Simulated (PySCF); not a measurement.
[FeO4]- (charge -1 and doublet state).
Cartesian coordinates in Å at the PBE0-D3(BJ)/def2-SVP level; atoms count from 1:
```
atom  x, y, z in Å
Fe1   -0.0009    0.0003    0.0005
O2     0.0238   -0.0157    1.5879
O3     1.4887    0.0068   -0.5449
O4    -0.7531    1.2998   -0.5156
O5    -0.7585   -1.2912   -0.5278
```

Method: PySCF, PBE0-D3(BJ)/def2-SVP geometry optimisation, gas phase.

(1) Which atoms are bound to Fe1, and at what distances?

(2) List the angles at Fe1.

(3) What is the shape at Fe1?

(4) What are the rotational constants (commonest isotopes, rigid rotor)?

## Answers

(1) 4 atoms: O3 1.586 Å, O2 1.588 Å, O4 1.588 Å, O5 1.588 Å.

(2) 
```
    angle  degrees  distance of the outer atoms (Å)
O2–Fe1–O4    109.9                             2.60
O3–Fe1–O5    109.7                             2.60
O2–Fe1–O5    109.4                             2.59
O4–Fe1–O5    109.4                             2.59
O3–Fe1–O4    109.3                             2.59
O2–Fe1–O3    109.2                             2.59
```

(3) Tetrahedral: angles from 109.2° to 109.9°; τ4 = (360° − α − β)/141° = 1.00 with α and β the two widest (0 for a square, 1 for a tetrahedron).

(4) A = 4716, B = 4708, C = 4682 MHz: a spherical top.

Point group: Td (every atom within 0.08 Å of its image). Charge -1, doublet. ⟨S²⟩ = 0.779 (exact for a doublet: 0.75). Whether it is a minimum is left open (no frequencies).

On Arm Neoverse V2, one thread (shared host), this took 20 s of wall time. This is the geometry optimisation.

Caution for open-shell metal species: one SCF solution and one stationary point were followed, and a lower state or a bent or distorted shape isn't ruled out.
